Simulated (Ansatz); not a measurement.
Gas-phase electronic energies from Ansatz, PBE0-D4/def2-TZVP geometries. CCSD(T)/CBS is the MP2 limit (def2-TZVPP, def2-QZVPP) plus CCSD(T) − MP2 in def2-TZVPP, frozen cores. This one scheme is used for every species, atoms too. DFT in def2-TZVPP. B3LYP here is the variant with VWN-RPA as its local correlation; programs differ in this. No spin–orbit coupling; open shells (•) take unrestricted orbitals. Spin–orbit coupling would lower the free atoms: a little for C, O; strongly for In. def2 core potentials past Kr. Bonds to In are less sure, by a few kJ/mol each and by 10 to 20 or more in all where they break to atoms, as the def2 sets lack core-valence functions. One conformer a species, not always the lowest.

Consider the atomization: `C=C[O][InH2]` → 2 C• + 5 H• + In• + O•.

(1) What is ΔE at CCSD(T)/CBS? (An estimate is asked.)

(2) What do these levels give: PBE-D4, r2SCAN-D4, r2SCAN0-D4, CAM-B3LYP-D4, PBE, B3LYP, r2SCAN0, CAM-B3LYP, CCSD/def2-TZVPP, HF/def2-QZVPP, SCS-MP2/def2-QZVPP, MP2/CBS(def2)? (An estimate is asked.)

Largest T1 diagnostic among the species: 0.017.

Answers

(1) Computed: +742.7 kcal/mol.

(2) Computed: PBE-D4 757.0, r2SCAN-D4 744.0, r2SCAN0-D4 729.0, CAM-B3LYP-D4 744.0, PBE 753.1, B3LYP 732.1, r2SCAN0 727.9, CAM-B3LYP 740.7, CCSD/def2-TZVPP 710.2, HF/def2-QZVPP 525.8, SCS-MP2/def2-QZVPP 741.0, MP2/CBS(def2) 751.4 kcal/mol.

Leaving LDA and LC-ωPBE aside and taking each functional with its dispersion term where it has one, the values, not all of them listed here, spread over 43.3 kcal/mol, from BHLYP-D4 to PBE-D4. LDA lies +104.8 kcal/mol from PBE without D4, its usual overbinding. The D4 term adds +6.4 kcal/mol with B3LYP and +3.3 kcal/mol with PBE0; it sums over pairs of atoms, weighted by their polarisabilities, and B3LYP, whose exchange is more repulsive, gets the larger term. In def2-TZVPP, CCSD(T) changes the Hartree–Fock value by +199.0 kcal/mol (the triples alone add +13.1 kcal/mol) and MP2 by +207.7 kcal/mol; breaking electron pairs costs correlation energy, which Hartree–Fock lacks.

For atomizations the MP2-based limit and the directly extrapolated one differ by several kJ/mol either way, and by 10 to 25 for some Ge, Se and Sn compounds, so smaller differences from it don't rank the levels.
